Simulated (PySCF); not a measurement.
Core binding energy against partial charge

Species: tropone, C₇H₆O.
Cartesian coordinates in Å at the PBE0-D3(BJ)/def2-SVP level; atoms count from 1:
```xyz
14
C7H6O angstrom
O      1.8553   -2.1198   -0.0902
C      1.0345   -1.2126   -0.0872
C      1.5029    0.1809   -0.0991
C      0.8206    1.3560   -0.0676
C     -0.5896    1.6030   -0.0198
C     -1.6007    0.6896   -0.0084
C     -1.4988   -0.7388   -0.0414
C     -0.3995   -1.5376   -0.0776
H      2.5957    0.2298   -0.1330
H      1.4395    2.2589   -0.0801
H     -0.8801    2.6571    0.0069
H     -2.6194    1.0862    0.0265
H     -2.4601   -1.2626   -0.0361
H     -0.5607   -2.6200   -0.0972
```

Binding energies: delta-SCF UKS SCAN, pcX-2 on the ionised atom, pcseg-1 elsewhere, spin-free X2C (PySCF 2.14.0). Charges: PBE0/pcSseg-1 ground-state density, for the ionised atom.

```json
{"atom": "C3", "environment": "unsaturated ring CH carbon", "C 1s (eV)": "290.51", "Mulliken (e)": "-0.150", "IAO (e)": "-0.161", "Hirshfeld (e)": "-0.033", "ESP (e)": "-0.353"}
{"atom": "C5", "environment": "unsaturated ring CH carbon", "C 1s (eV)": "290.93", "Mulliken (e)": "-0.083", "IAO (e)": "-0.132", "Hirshfeld (e)": "-0.030", "ESP (e)": "-0.149"}
{"atom": "C4", "environment": "unsaturated ring CH carbon", "C 1s (eV)": "291.13", "Mulliken (e)": "-0.062", "IAO (e)": "-0.129", "Hirshfeld (e)": "-0.027", "ESP (e)": "-0.011"}
{"atom": "C2", "environment": "ring carbonyl carbon", "C 1s (eV)": "292.68", "Mulliken (e)": "+0.270", "IAO (e)": "+0.327", "Hirshfeld (e)": "+0.119", "ESP (e)": "+0.750"}
```

Q: How well does each charge scheme correlate with the binding energies over these sites?

A: ESP: r = 1.00, slope 2.0 eV per e; Mulliken: r = 1.00, slope 5.0 eV per e; IAO: r = 0.98, slope 3.9 eV per e; Hirshfeld: r = 0.97, slope 12.3 eV per e. On 4 points no scheme stands out.

Q: The point-charge model writes a binding energy as kq + V + constant, with V the potential of the other atoms' charges at the site. What does it give with the Hirshfeld charges?

A: V = Σ 14.40 eV Å × q/r over all other atoms: +0.53 eV at C3, +0.72 eV at C5, +0.59 eV at C4, -2.85 eV at C2. Fitting binding energy − V to q gives k = 35.4 eV per e and leaves an rms residual of 0.12 eV, against 0.20 eV for the fit on q alone. The model has no term for differences in relaxation between sites.

Spin contamination (⟨S²⟩ against 0.75 for a pure doublet) is marked for C 1s of C3/C8 (0.88), C 1s of C5/C6 (0.92) and C 1s of C4/C7 (0.96), which makes these values less certain. Geometry: PBE0-D3(BJ)/def2-SVP; no solvent, vibrations or thermal averaging.
